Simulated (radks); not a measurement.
Values are calculated unless marked as measured or tabulated.
Kinetic energies: the exact non-interacting value of the Kohn-Sham orbitals and orbital-free approximations, as 100 (|E| - |E exact|)/|E exact|, negative where the magnitude is too small. Species: Rb4+ [Ar] 3d10 4s2 4p3; As [Ar] 3d10 4s2 4p3; N4+ [He] 2s1; Ce4+ [Xe]. Code: a radial shooting solver on a logarithmic mesh with Libxc functionals. Model: non-relativistic Kohn-Sham, PBE, spin-polarised, spherical densities, point nucleus. Every spin shell is full or empty, so the densities are truly spherical. Functionals are evaluated on that one density, not self-consistently.

functional          Rb4+       As      N4+     Ce4+
exact (hartree)  2933.74  2234.14  48.2656  8563.65
Thomas-Fermi       -5.83    -6.09    -9.93    -5.12
APBEK              +0.12    +0.07    +0.29    +0.06
Perdew 92          -0.70    -0.77    +0.55    -0.71
Thakkar            -0.48    -0.50    +0.54    -0.67
Pearson            -1.06    -1.16    -3.96    -0.93
LKT               +21.64   +22.52   +55.62   +18.10
DePristo-Kress     -0.07    -0.12    -0.11    -0.17
Ernzerhof          -0.37    -0.42    +3.32    -0.47
